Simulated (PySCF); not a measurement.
Atom-mapped SMILES (the numbers label the heavy atoms): `[CH3:1][CH2:2][SiH2:3][Cl:4]` (H(Xn): hydrogen on atom n).

All values are calculated (PySCF 2.14): shieldings: GIAO KT3/pcSseg-2, geometry: PBE0-D3(BJ)/def2-SVP. A single conformation, rapidly exchanging positions averaged, relativity neglected, no solvent model.

Scale: TMS for $^{13}$C (181.31 ppm) and $^{1}$H (31.35 ppm) and $^{29}$Si (358.24 ppm); $^{35}$Cl (937.43 ppm) vs HCl (reference shieldings calculated alike).

```json
{"atoms": "C1", "nucleus": "$^{13}$C", "count": "1", "δ (ppm)": "9.1"}
{"atoms": "H(C2)", "nucleus": "$^{1}$H", "count": "2", "δ (ppm)": "1.10"}
{"atoms": "H(C1)", "nucleus": "$^{1}$H", "count": "3", "δ (ppm)": "?"}
{"atoms": "Cl4", "nucleus": "$^{35}$Cl", "count": "1", "δ (ppm)": "-35"}
{"atoms": "H(Si3)", "nucleus": "$^{1}$H", "count": "2", "δ (ppm)": "4.88"}
{"atoms": "C2", "nucleus": "$^{13}$C", "count": "1", "δ (ppm)": "?"}
{"atoms": "Si3", "nucleus": "$^{29}$Si", "count": "1", "δ (ppm)": "-6.8"}
```

Q: Complete the table.

A: 
- C2: 14.0 ppm, sp3 CH2 bonded to Si
- H(C1): 1.07 ppm, hydrogen on a methyl carbon

Shifts are as computed, not scaled to solution data. Of 1211 compounds with measured shifts, 218 miss one by over three times the rms of a fit or turn the order of signals round; such compounds aren't used in these exercises.
